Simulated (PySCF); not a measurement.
A calculated (LDA, PySCF 2.14, def2-QZVPPD, the non-relativistic Hamiltonian (point nucleus)) atom or ion has these occupied shells.

```
shell  electrons  orbital energy (eV)  rms radius, mean of both spins (bohr)
 1s α          1              -419.56                                  0.268
 1s β          1              -418.88                                  0.268
 2s β          1              -47.294                                   1.30
 2p α          2              -38.174                                   1.26
```

Task: Name the element and its charge.

Result: N(2+) (nitrogen, charge +2), in [He] 2s1 2p2, 2s spin antiparallel (an excited configuration).
